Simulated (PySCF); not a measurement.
Compound: para-fluorobenzonitrile, C₇H₄FN.
Atom-mapped SMILES: `[N:1]#[C:2][c:3]1[cH:4][cH:5][c:6]([F:7])[cH:8][cH:9]1` (hydrogens: H10 on C4; H11 on C5; H12 on C8; H13 on C9)

The same species was optimised twice, with GFN2-xTB and with PBE0-D3(BJ)/def2-SVP (PySCF), and the same property calculations (PySCF, gas phase) were run on both structures.

```
  coordinate  GFN2-xTB  PBE0-D3(BJ)/def2-SVP  change
   C6–F7 (Å)     1.344                 1.326  -0.018
   C2–C3 (Å)     1.415                 1.431  +0.016
   N1≡C2 (Å)     1.146                 1.159  +0.013
   C8–C9 (Å)     1.381                 1.389  +0.008
   C4–C5 (Å)     1.381                 1.389  +0.008
   C3–C9 (Å)     1.396                 1.404  +0.008
   C3–C4 (Å)     1.396                 1.403  +0.007
   C6–C8 (Å)     1.385                 1.391  +0.006
   C5–C6 (Å)     1.385                 1.391  +0.006
C4–C3–C9 (°)     120.4                 119.8    -0.6
C5–C6–C8 (°)     122.3                 121.9    -0.4
C2–C3–C9 (°)     119.8                 120.1    +0.3
C3–C4–C5 (°)     119.9                 120.2    +0.3
C2–C3–C4 (°)     119.8                 120.1    +0.3
C3–C9–C8 (°)     119.9                 120.1    +0.2
F7–C6–C8 (°)     118.9                 119.1    +0.2
C6–C8–C9 (°)     118.8                 119.0    +0.2
```

Rotational constants: A = 5680, B = 984.6, C = 839.1 MHz (GFN2-xTB) against A = 5643, B = 972.2, C = 829.4 MHz (PBE0-D3(BJ)/def2-SVP). Point groups within 0.08 Å: C2v and C2v.

On the GFN2-xTB structure: HOMO (eV) -7.83 [PBE0/pcSseg-1]; LUMO (eV) -1.63 [PBE0/pcSseg-1]; dipole (D) 3.11 [PBE0/pcSseg-1]; GIAO shielding of N1 (ppm) -48.3 [PBE0/pcSseg-1]; GIAO shielding of C2 (ppm) 63.2 [PBE0/pcSseg-1]; GIAO shielding of C3 (ppm) 73.7 [PBE0/pcSseg-1]; GIAO shielding of C4/C9 (mean) (ppm) 44.5 [PBE0/pcSseg-1]; GIAO shielding of C5/C8 (mean) (ppm) 64.4 [PBE0/pcSseg-1]; GIAO shielding of C6 (ppm) 11.8 [PBE0/pcSseg-1]; GIAO shielding of F7 (ppm) 274.0 [PBE0/pcSseg-1].

Problem. What do these properties become on the PBE0-D3(BJ)/def2-SVP structure?

Solution. 
```json
{"property": "HOMO (eV)", "level": "PBE0/pcSseg-1", "on GFN2-xTB": "-7.83", "on PBE0-D3(BJ)/def2-SVP": "-7.80", "change": "+0.03"}
{"property": "LUMO (eV)", "level": "PBE0/pcSseg-1", "on GFN2-xTB": "-1.63", "on PBE0-D3(BJ)/def2-SVP": "-1.65", "change": "-0.02"}
{"property": "dipole (D)", "level": "PBE0/pcSseg-1", "on GFN2-xTB": "3.11", "on PBE0-D3(BJ)/def2-SVP": "3.28", "change": "+0.17"}
{"property": "energy, GFN2-xTB geometry as zero (kcal/mol)", "level": "PBE0/pcSseg-1", "on GFN2-xTB": "0.0", "on PBE0-D3(BJ)/def2-SVP": "-0.2", "change": "-0.2"}
{"property": "GIAO shielding of N1 (ppm)", "level": "PBE0/pcSseg-1", "on GFN2-xTB": "-48.3", "on PBE0-D3(BJ)/def2-SVP": "-54.5", "change": "-6.2"}
{"property": "GIAO shielding of C2 (ppm)", "level": "PBE0/pcSseg-1", "on GFN2-xTB": "63.2", "on PBE0-D3(BJ)/def2-SVP": "61.0", "change": "-2.2"}
{"property": "GIAO shielding of C3 (ppm)", "level": "PBE0/pcSseg-1", "on GFN2-xTB": "73.7", "on PBE0-D3(BJ)/def2-SVP": "71.1", "change": "-2.6"}
{"property": "GIAO shielding of C4/C9 (mean) (ppm)", "level": "PBE0/pcSseg-1", "on GFN2-xTB": "44.5", "on PBE0-D3(BJ)/def2-SVP": "42.6", "change": "-1.9"}
{"property": "GIAO shielding of C5/C8 (mean) (ppm)", "level": "PBE0/pcSseg-1", "on GFN2-xTB": "64.4", "on PBE0-D3(BJ)/def2-SVP": "62.9", "change": "-1.5"}
{"property": "GIAO shielding of C6 (ppm)", "level": "PBE0/pcSseg-1", "on GFN2-xTB": "11.8", "on PBE0-D3(BJ)/def2-SVP": "12.2", "change": "+0.4"}
{"property": "GIAO shielding of F7 (ppm)", "level": "PBE0/pcSseg-1", "on GFN2-xTB": "274.0", "on PBE0-D3(BJ)/def2-SVP": "276.1", "change": "+2.1"}
```

The heavy atoms differ by 0.017 Å rms after alignment. Among bonds between heavy atoms C6–F7 changes most (-0.018 Å). Changes are differences of the printed values. Neither structure is proved a minimum here.
